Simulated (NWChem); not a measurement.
Molecule: tetramethylsilane (C$_{4}$H$_{12}$Si); SMILES C[Si](C)(C)C

```xyz
17

C     -0.9989    -1.0690    -1.2069
Si    -0.0003     0.0002    -0.0002
C     -1.1797     0.8390     1.2254
C      1.2242    -1.0936     0.9492
C      0.9529     1.3238    -0.9678
H     -1.5644    -1.8464    -0.6782
H     -0.3460    -1.5713    -1.9314
H     -1.7187    -0.4662    -1.7743
H     -0.6342     1.4677     1.9401
H     -1.7477     0.0994     1.8031
H     -1.9041     1.4803     0.7082
H      0.7045    -1.8727     1.5206
H      1.9237    -1.5950     0.2689
H      1.8190    -0.5056     1.6591
H      1.6454     0.8718    -1.6887
H      0.2724     1.9761    -1.5289
H      1.5434     1.9613    -0.2983
```
Atoms are numbered in this order, from 1.

Program: NWChem. The geometry was optimised at B3LYP/6-31G* (spherical d). Not confirmed as a minimum by frequencies. GIAO values for the isolated, static molecule; σ is the absolute isotropic shielding.

For level PBE0/pcSseg-1:

```
Quantity     Value
-----------  -----
σ Si2 (ppm)  350.9
```

Problem. What are these values for level KT2/pcSseg-1?

Solution. The σ Si2 (ppm) comes out as 359.5.
